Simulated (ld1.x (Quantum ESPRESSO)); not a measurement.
LDA (PZ) RRKJ dataset for K, scalar-relativistic all-electron reference.

The input file (ld1.x (Quantum ESPRESSO) 7.5):

```
&input
   title='K', zed=19., rel=1, dft='PZ', iswitch=3,
   config='[Ar] 3d-2 4s1 4p0',
   nld=3, rlderiv=2.25, eminld=-5.0, emaxld=5.0, deld=0.02
 /
 &inputp
   pseudotype=2, tm=.false., rho0=0.001, lloc=2,
   nlcc=.false.,
   file_pseudopw='K.UPF', file_wfcaegen='ae.wfc', file_wfcncgen='nc.wfc', file_beta='beta', file_chi='chi'
 /
3
3S  1  0   2.00   0.00  1.40  1.40  0.0
3P  2  1   6.00   0.00  1.90  1.90  0.0
3D  3  2  -2.00  -0.05  2.05  2.05  0.0
 &test
   configts(1)='3s2 3p6 4s1 4p0'
 /
```

Command:

```bash
ld1.x < K.in > K.out
```

Output (shortened: banner, matrices, multipoles, cross overlaps and the repeated all-electron block are left out):

```
Program LD1 v.7.5
     --------------------------- All-electron run ----------------------------

     K
     scalar relativistic calculation

     atomic number is 19.00
     dft =PZ   lsd =0 sic =0 latt =0  beta=0.20 tr2=1.0E-14
     Exchange-correlation= PZ
                           (   1   1   0   0   0   0   0)
     mesh =1165 r(mesh) = 100.03909 a.u. xmin = -7.00 dx = 0.01250
     1 Ry =  13.60569312 eV, c = 137.03599908

     n l     nl                  e(Ry)          e(Ha)          e(eV)
     1 0     1S 1( 2.00)      -258.0945      -129.0473     -3511.5550
     2 0     2S 1( 2.00)       -25.8907       -12.9453      -352.2609
     2 1     2P 1( 6.00)       -20.5819       -10.2910      -280.0314
     3 0     3S 1( 2.00)        -2.5854        -1.2927       -35.1757
     3 1     3P 1( 6.00)        -1.3843        -0.6922       -18.8346
     4 0     4S 1( 1.00)        -0.1786        -0.0893        -2.4303
     4 1     4P 1( 0.00)        -0.0616        -0.0308        -0.8384

     final scf error:  3.0E-15 reached in  26 iterations

     Etot =   -1201.112382 Ry,    -600.556191 Ha,  -16341.966482 eV

     Ekin =    1207.501732 Ry,     603.750866 Ha,   16428.898011 eV
     Encl =   -2861.553966 Ry,   -1430.776983 Ha,  -38933.425122 eV
     Eh   =     516.499504 Ry,     258.249752 Ha,    7027.333755 eV
     Exc  =     -63.559652 Ry,     -31.779826 Ha,    -864.773126 eV

     normalization and overlap integrals

     s(1S/1S) =  1.000000  <r> =   0.0812  <r2> =    0.0089  r(max) =   0.0533
     s(2S/2S) =  1.000000  <r> =   0.3890  <r2> =    0.1795  r(max) =   0.3184
     s(2P/2P) =  1.000000  <r> =   0.3512  <r2> =    0.1530  r(max) =   0.2640
     s(3S/3S) =  1.000000  <r> =   1.2706  <r2> =    1.8735  r(max) =   1.0704
     s(3P/3P) =  1.000000  <r> =   1.4380  <r2> =    2.4663  r(max) =   1.1538
     s(4S/4S) =  1.000000  <r> =   4.8989  <r2> =   27.7688  r(max) =   4.0272
     s(4P/4P) =  1.000000  <r> =   6.9411  <r2> =   56.0656  r(max) =   5.7148

     ------------------------ End of All-electron run ------------------------

     --------------------- Generating NC pseudopotential ---------------------

      Generating local pot.: lloc=2, matching radius rcloc =   2.0500

      Wfc   3S  rcut= 1.392  Estimated cut-off energy=       24.94 Ry
      Using 4 Bessel functions for this wfc, rho(0) = 0.001
      This function has    0 nodes for 0 < r <    1.392

      Wfc   3P  rcut= 1.879  Estimated cut-off energy=       50.89 Ry
      This function has    0 nodes for 0 < r <    1.879

     ------------------- End of pseudopotential generation -------------------

     Computing logarithmic derivative in   2.25203
     Message from routine compute phi:
     negative determinant

      ld=  -0.062148 f2ae  0.068907 faenor  0.446562
     Computing logarithmic derivative in   2.25203
     Computing the partial wave expansion
     R is outside the sphere for l=    0 j= 0.00
     R is outside the sphere for l=    1 j= 0.00
       no projector for channel:   2

     ---------------------- Testing the pseudopotential ----------------------

     K
     scalar relativistic calculation

     atomic number is 19.00   valence charge is  9.00
     dft =PZ   lsd =0 sic =0 latt =0  beta=0.20 tr2=1.0E-14
     mesh =1165 r(mesh) = 100.03909 xmin = -7.00 dx = 0.01250

     n l     nl             e AE (Ry)        e PS (Ry)    De AE-PS (Ry)
     1 0     3S   1( 2.00)       -2.58536       -2.58536       -0.00000
     2 1     3P   1( 6.00)       -1.38432       -1.38432        0.00000
     2 0     4S   1( 1.00)       -0.17862       -0.17763       -0.00099
     3 1     4P   1( 0.00)       -0.06162       -0.06121       -0.00042

     eps = 4.5E-15  iter =  3

     Etot =   -1201.112382 Ry,    -600.556191 Ha,  -16341.966482 eV
     Etotps =   -56.397890 Ry,     -28.198945 Ha,    -767.332383 eV

     Ekin =      20.480278 Ry,      10.240139 Ha,     278.648382 eV
     Encl =    -126.418561 Ry,     -63.209281 Ha,   -1720.012147 eV
     Ehrt =      45.308138 Ry,      22.654069 Ha,     616.448627 eV
     Ecxc =      -8.290207 Ry,      -4.145104 Ha,    -112.794017 eV
     Epseu=      12.522462 Ry,       6.261231 Ha,     170.376773 eV

     ---------------------- End of pseudopotential test ----------------------
```

Generation and configuration tests took about 1.3 s on one core of a shared server CPU.

Transferability test of the new file with ld1.x, input:

```
&input
   title='K', zed=19., rel=1, dft='PZ', iswitch=2,
   config='[Ar] 3d-2 4s1 4p0'
 /
 &test
   file_pseudo='K.UPF', nconf=8,
   configts(1)='3s2 3p6 4s1 4p0',
   configts(2)='3s2 3p6 4s0 4p0',
   configts(3)='3s2 3p6 4s0.5 4p0',
   configts(4)='3s2 3p6 4s0 4p1',
   configts(5)='3s1 3p6 4s1 4p0',
   configts(6)='3s2 3p5 4s1 4p0',
   configts(7)='3s2 3p6 4s1 4p0', lsdts(7)=1,
   configts(8)='3s2 3p6 4s0.5 4p0', lsdts(8)=1
 /
```

```bash
ld1.x < K.test.in > K.test.out
```

Pseudopotential blocks of its output, shortened (energy terms left out):

```
     ---------------------- Testing the pseudopotential ----------------------

     n l     nl             e AE (Ry)        e PS (Ry)    De AE-PS (Ry)
     1 0     3S   1( 2.00)       -2.58536       -2.58536       -0.00000
     2 1     3P   1( 6.00)       -1.38432       -1.38432        0.00000
     2 0     4S   1( 1.00)       -0.17862       -0.17763       -0.00099
     3 1     4P   1( 0.00)       -0.06162       -0.06121       -0.00042

     eps = 7.5E-15  iter = 16

     Etot =   -1201.112382 Ry,    -600.556191 Ha,  -16341.966482 eV
     Etotps =   -56.397889 Ry,     -28.198944 Ha,    -767.332370 eV

     ---------------------- End of pseudopotential test ----------------------

          ---------------------- Testing the pseudopotential ----------------------

     n l     nl             e AE (Ry)        e PS (Ry)    De AE-PS (Ry)
     1 0     3S   1( 2.00)       -3.03963       -3.03874       -0.00089
     2 1     3P   1( 6.00)       -1.83531       -1.83442       -0.00089
     2 0     4S   1( 0.00)       -0.45027       -0.44811       -0.00216
     3 1     4P   1( 0.00)       -0.26759       -0.26576       -0.00183

     eps = 7.1E-15  iter = 20

     Etot =   -1200.788503 Ry,    -600.394251 Ha,  -16337.559875 eV
     Etotps =   -56.075500 Ry,     -28.037750 Ha,    -762.946044 eV
     dEtot_ae =       0.323880 Ry
     dEtot_ps =       0.322389 Ry,   Delta E=       0.001491 Ry

     ---------------------- End of pseudopotential test ----------------------

          ---------------------- Testing the pseudopotential ----------------------

     n l     nl             e AE (Ry)        e PS (Ry)    De AE-PS (Ry)
     1 0     3S   1( 2.00)       -2.79702       -2.79649       -0.00053
     2 1     3P   1( 6.00)       -1.59482       -1.59429       -0.00052
     2 0     4S   1( 0.50)       -0.32557       -0.32408       -0.00148
     3 1     4P   1( 0.00)       -0.18115       -0.18024       -0.00091

     eps = 7.0E-15  iter = 14

     Etot =   -1200.986717 Ry,    -600.493358 Ha,  -16340.256716 eV
     Etotps =   -56.272838 Ry,     -28.136419 Ha,    -765.630969 eV
     dEtot_ae =       0.125665 Ry
     dEtot_ps =       0.125051 Ry,   Delta E=       0.000615 Ry

     ---------------------- End of pseudopotential test ----------------------

          ---------------------- Testing the pseudopotential ----------------------

     n l     nl             e AE (Ry)        e PS (Ry)    De AE-PS (Ry)
     1 0     3S   1( 2.00)       -2.69592       -2.69645        0.00053
     2 1     3P   1( 6.00)       -1.49305       -1.49354        0.00049
     2 0     4S   1( 0.00)       -0.22728       -0.22623       -0.00104
     3 1     4P   1( 1.00)       -0.10366       -0.10316       -0.00050

     eps = 3.6E-15  iter = 20

     Etot =   -1200.992548 Ry,    -600.496274 Ha,  -16340.336054 eV
     Etotps =   -56.278617 Ry,     -28.139308 Ha,    -765.709588 eV
     dEtot_ae =       0.119834 Ry
     dEtot_ps =       0.119272 Ry,   Delta E=       0.000562 Ry

     ---------------------- End of pseudopotential test ----------------------

          ---------------------- Testing the pseudopotential ----------------------

     n l     nl             e AE (Ry)        e PS (Ry)    De AE-PS (Ry)
     1 0     3S   1( 1.00)       -3.58866       -3.58305       -0.00561  !
     2 1     3P   1( 6.00)       -2.34685       -2.34259       -0.00426
     2 0     4S   1( 1.00)       -0.65068       -0.64907       -0.00161
     3 1     4P   1( 0.00)       -0.43570       -0.43243       -0.00327

     eps = 4.7E-15  iter = 14

     Etot =   -1198.038013 Ry,    -599.019006 Ha,  -16300.137552 eV
     Etotps =   -53.325572 Ry,     -26.662786 Ha,    -725.531364 eV
     dEtot_ae =       3.074370 Ry
     dEtot_ps =       3.072317 Ry,   Delta E=       0.002052 Ry

     ---------------------- End of pseudopotential test ----------------------

          ---------------------- Testing the pseudopotential ----------------------

     n l     nl             e AE (Ry)        e PS (Ry)    De AE-PS (Ry)
     1 0     3S   1( 2.00)       -3.54905       -3.54496       -0.00409
     2 1     3P   1( 5.00)       -2.31156       -2.30799       -0.00357
     2 0     4S   1( 1.00)       -0.64670       -0.64503       -0.00167
     3 1     4P   1( 0.00)       -0.43359       -0.43050       -0.00309

     eps = 9.6E-15  iter = 16

     Etot =   -1199.277672 Ry,    -599.638836 Ha,  -16317.003975 eV
     Etotps =   -54.564301 Ry,     -27.282151 Ha,    -742.385138 eV
     dEtot_ae =       1.834710 Ry
     dEtot_ps =       1.833588 Ry,   Delta E=       0.001123 Ry

     ---------------------- End of pseudopotential test ----------------------

          ---------------------- Testing the pseudopotential ----------------------

     n l     nl             e AE (Ry)        e PS (Ry)    De AE-PS (Ry)
     1 0     3S   1( 1.00)       -2.58163       -2.58185        0.00023
     2 1     3P   1( 3.00)       -1.38151       -1.38169        0.00018
     2 0     4S   1( 1.00)       -0.19293       -0.19190       -0.00103
     3 1     4P   1( 0.00)       -0.07094       -0.07049       -0.00045
     1 0     3S   2( 1.00)       -2.57846       -2.57822       -0.00024
     2 1     3P   2( 3.00)       -1.37649       -1.37630       -0.00019
     2 0     4S   2( 0.00)       -0.14253       -0.14155       -0.00098
     3 1     4P   2( 0.00)       -0.03425       -0.03387       -0.00038

     eps = 3.4E-15  iter = 18

     Etot =   -1201.122688 Ry,    -600.561344 Ha,  -16342.106695 eV
     Etotps =   -56.408177 Ry,     -28.204089 Ha,    -767.472352 eV
     dEtot_ae =      -0.010305 Ry
     dEtot_ps =      -0.010289 Ry,   Delta E=      -0.000017 Ry

     ---------------------- End of pseudopotential test ----------------------

          ---------------------- Testing the pseudopotential ----------------------

     n l     nl             e AE (Ry)        e PS (Ry)    De AE-PS (Ry)
     1 0     3S   1( 1.00)       -2.79661       -2.79623       -0.00038
     2 1     3P   1( 3.00)       -1.59500       -1.59459       -0.00040
     2 0     4S   1( 0.50)       -0.33710       -0.33560       -0.00150
     3 1     4P   1( 0.00)       -0.18994       -0.18901       -0.00093
     1 0     3S   2( 1.00)       -2.79460       -2.79392       -0.00068
     2 1     3P   2( 3.00)       -1.59179       -1.59115       -0.00064
     2 0     4S   2( 0.00)       -0.30311       -0.30162       -0.00149
     3 1     4P   2( 0.00)       -0.16110       -0.16020       -0.00091

     eps = 3.7E-15  iter = 13

     Etot =   -1200.990360 Ry,    -600.495180 Ha,  -16340.306283 eV
     Etotps =   -56.276477 Ry,     -28.138238 Ha,    -765.680472 eV
     dEtot_ae =       0.122022 Ry
     dEtot_ps =       0.121412 Ry,   Delta E=       0.000610 Ry

     ---------------------- End of pseudopotential test ----------------------
```
